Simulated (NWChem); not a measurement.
System: C₂H₆OSi₂; SMILES C1=C[SiH2][SiH2]O1

NWChem printed, in part:

```
             Northwest Computational Chemistry Package (NWChem) 7.3.0
             --------------------------------------------------------

 CS  symmetry detected

                             Geometry "geometry" -> ""
                             -------------------------

 Output coordinates in angstroms (scale by  1.889725989 to convert to a.u.)

  No.       Tag          Charge          X              Y              Z
 ---- ---------------- ---------- -------------- -------------- --------------
    1 C                    6.0000     1.57142575    -0.36053509     0.00000000
    2 C                    6.0000     1.25545111     0.95203529     0.00000000
    3 Si                  14.0000    -0.56739404     1.34679353     0.00000000
    4 Si                  14.0000    -0.98894566    -0.95886682     0.00000000
    5 O                    8.0000     0.68248015    -1.37109143     0.00000000
    6 H                    1.0000     2.60613404    -0.72580232     0.00000000
    7 H                    1.0000     2.07380561     1.67649581     0.00000000
    8 H                    1.0000    -1.04904604     2.08318039    -1.21026500
    9 H                    1.0000    -1.04904604     2.08318039     1.21026500
   10 H                    1.0000    -1.60709709    -1.56414906    -1.21496400
   11 H                    1.0000    -1.60709709    -1.56414906     1.21496400

 Effective nuclear repulsion energy (a.u.)     278.5094073019

      Symmetry information
      --------------------

 Group name             Cs
 Group number              2
 Group order               2
 No. of unique centers     9

                                 NWChem DFT Module
                                 -----------------

 Summary of "ao basis" -> "ao basis" (spherical)
 ------------------------------------------------------------------------------
       Tag                 Description            Shells   Functions and Types
 ---------------- ------------------------------  ------  ---------------------
 C                           6-31g*                  6       14   3s2p1d
 Si                          6-31g*                  8       18   4s3p1d
 O                           6-31g*                  6       14   3s2p1d
 H                           6-31g*                  2        2   2s

      Symmetry analysis of basis
      --------------------------

        a'         64
        a"         26

            General Information
            -------------------
          SCF calculation type: DFT
          Wavefunction type:  closed shell.
          No. of atoms     :    11
          No. of electrons :    54
           Alpha electrons :    27
            Beta electrons :    27
          Charge           :     0
          Spin multiplicity:     1
          Use of symmetry is: on ; symmetry adaption is: on
          Maximum number of iterations: 200
          AO basis - number of functions:    90
                     number of shells:    46
          Convergence on energy requested:  1.00D-06
          Convergence on density requested:  1.00D-05
          Convergence on gradient requested:  5.00D-04

              XC Information
              --------------
                    Becke 1988 Exchange Functional  1.000
              Lee-Yang-Parr Correlation Functional  1.000

             Grid Information
             ----------------
          Grid used for XC integration:  medium
          Radial quadrature: Mura-Knowles
          Angular quadrature: Lebedev.
          Tag              B.-S. Rad. Rad. Pts. Rad. Cut. Ang. Pts.
          ---              ---------- --------- --------- ---------
          C                   0.70       49          10.0       434
          Si                  1.10       88          10.0       590
          O                   0.60       49          10.0       434
          H                   0.35       45          12.0       434
          Grid pruning is: on
          Number of quadrature shells:   503
          Spatial weights used:  Erf1

      Superposition of Atomic Density Guess
      -------------------------------------

 Sum of atomic energies:        -730.69887081

      Non-variational initial energy
      ------------------------------

 Total energy =    -733.089723
 1-e energy   =   -1562.614325
 2-e energy   =     551.015195
 HOMO         =      -0.272348
 LUMO         =       0.031537

      Symmetry analysis of molecular orbitals - initial
      -------------------------------------------------

  Numbering of irreducible representations:

     1 a'          2 a"

  Orbital symmetries:

     1 a'          2 a'          3 a'          4 a'          5 a'
     6 a'          7 a'          8 a'          9 a"         10 a'
    11 a"         12 a'         13 a'         14 a'         15 a'
    16 a'         17 a'         18 a'         19 a'         20 a"
    21 a'         22 a'         23 a"         24 a"         25 a'
    26 a'         27 a"         28 a"         29 a'         30 a'
    31 a"         32 a'         33 a'         34 a'         35 a'
    36 a'         37 a'

   convergence    iter        energy       DeltaE   RMS-Dens  Diis-err
 ---------------- ----- ----------------- --------- --------- ---------
 d= 0,ls=0.0,diis     1   -733.8431834607 -1.01D+03  1.49D-02  6.62D-01
 d= 0,ls=0.0,diis     2   -733.7899316962  5.33D-02  8.79D-03  1.26D+00
 d= 0,ls=0.0,diis     3   -733.9098319898 -1.20D-01  2.54D-03  1.21D-01
 d= 0,ls=0.0,diis     4   -733.9196897257 -9.86D-03  1.37D-03  1.33D-02
 d= 0,ls=0.0,diis     5   -733.9207291466 -1.04D-03  6.66D-04  5.04D-03
  Resetting Diis
 d= 0,ls=0.0,diis     6   -733.9214286667 -7.00D-04  1.31D-04  1.30D-04
 d= 0,ls=0.0,diis     7   -733.9214502967 -2.16D-05  4.96D-05  3.47D-06
 d= 0,ls=0.0,diis     8   -733.9214491755  1.12D-06  3.43D-05  1.21D-05
 d= 0,ls=0.0,diis     9   -733.9214507018 -1.53D-06  9.93D-06  1.45D-06
 d= 0,ls=0.0,diis    10   -733.9214508743 -1.72D-07  2.44D-06  3.75D-08

         Total DFT energy =     -733.921450874313
      One electron energy =    -1566.433939906908
           Coulomb energy =      617.490853965802
    Exchange-Corr. energy =      -63.487772235105
 Nuclear repulsion energy =      278.509407301897

 Numeric. integr. density =       54.000028527265

                  Occupations of the irreducible representations
                  ----------------------------------------------

                     irrep           alpha         beta
                     --------     --------     --------
                     a'               21.0         21.0
                     a"                6.0          6.0

                       DFT Final Molecular Orbital Analysis
                       ------------------------------------

 Vector   25  Occ=2.000000D+00  E=-2.909917D-01  Symmetry=a'
              MO Center=  2.6D-01,  7.0D-01, -3.0D-14, r^2= 4.1D+00
   Bfn.  Coefficient  Atom+Function         Bfn.  Coefficient  Atom+Function
  ----- ------------  ---------------      ----- ------------  ---------------
    17      0.270450   2 C  px               35     -0.270843   3 Si px
    36      0.250567   3 Si py               80     -0.204639   6 H  s
     3     -0.172773   1 C  px                4      0.172797   1 C  py
    18     -0.164562   2 C  py               79     -0.160156   6 H  s
    54     -0.145265   4 Si py               84      0.143168   8 H  s

 Vector   26  Occ=2.000000D+00  E=-2.367763D-01  Symmetry=a'
              MO Center= -3.7D-01,  6.6D-02,  1.0D-15, r^2= 3.6D+00
   Bfn.  Coefficient  Atom+Function         Bfn.  Coefficient  Atom+Function
  ----- ------------  ---------------      ----- ------------  ---------------
    54      0.370391   4 Si py               36     -0.314720   3 Si py
    35     -0.226957   3 Si px               68     -0.210717   5 O  py
    17      0.182030   2 C  px               67      0.168324   5 O  px
    72     -0.147129   5 O  py               50     -0.143886   4 Si py
    56      0.128734   4 Si s                32      0.125489   3 Si py

 Vector   27  Occ=2.000000D+00  E=-1.942769D-01  Symmetry=a"
              MO Center=  9.5D-01,  1.4D-01, -5.0D-16, r^2= 2.8D+00
   Bfn.  Coefficient  Atom+Function         Bfn.  Coefficient  Atom+Function
  ----- ------------  ---------------      ----- ------------  ---------------
    19      0.401601   2 C  pz               69     -0.359071   5 O  pz
    23      0.294377   2 C  pz               73     -0.283710   5 O  pz
     5      0.264053   1 C  pz               84      0.171383   8 H  s
    86     -0.171383   9 H  s                 9      0.169774   1 C  pz
    41      0.127944   3 Si pz               88     -0.107448  10 H  s

[...]

                         DFT ENERGY GRADIENTS

    atom               coordinates                        gradient
                 x          y          z           x          y          z
   1 C       2.969564  -0.681313   0.000000   -0.016844  -0.006509   0.000000
   2 C       2.372459   1.799086   0.000000   -0.001270  -0.012108   0.000000
   3 Si     -1.072219   2.545071   0.000000    0.002872  -0.003298   0.000000
   4 Si     -1.868836  -1.811996   0.000000    0.005482  -0.001581   0.000000
   5 O       1.289700  -2.590987   0.000000    0.006980   0.022133   0.000000
   6 H       4.924879  -1.371568   0.000000   -0.000252   0.001097   0.000000
   7 H       3.918924   3.168118   0.000000   -0.000321  -0.000303   0.000000
   8 H      -1.982410   3.936640  -2.287069    0.000685  -0.001028   0.000752
   9 H      -1.982410   3.936640   2.287069    0.000685  -0.001028  -0.000752
  10 H      -3.036973  -2.955813  -2.295949    0.000991   0.001313   0.001018
  11 H      -3.036973  -2.955813   2.295949    0.000991   0.001313  -0.001018
```

Level: BLYP/6-31G* (spherical d). The geometry was optimised at PBE0/def2-SVP.

Task: Reconstruct the input file.

Result: One answer among several that fit: the input that was run:
```
start job
memory heap 200 mb stack 900 mb global 1100 mb
geometry units angstroms noautoz
  C      1.616441    -0.294494     0.000000
  C      1.240019     1.002035     0.000000
  Si    -0.599152     1.311952     0.000000
  Si    -0.913474    -1.010757     0.000000
  O      0.775249    -1.345134     0.000000
  H      2.666955    -0.611451     0.000000
  H      2.023945     1.763617     0.000000
  H     -1.114390     2.025243    -1.210265
  H     -1.114390     2.025243     1.210265
  H     -1.502931    -1.644017    -1.214964
  H     -1.502931    -1.644017     1.214964
end
basis spherical
  C library 6-31g*
  Si library 6-31g*
  O library 6-31g*
  H library 6-31g*
end
dft
  xc becke88 lyp
  iterations 200
  convergence nolevelshifting
end
task dft gradient
```
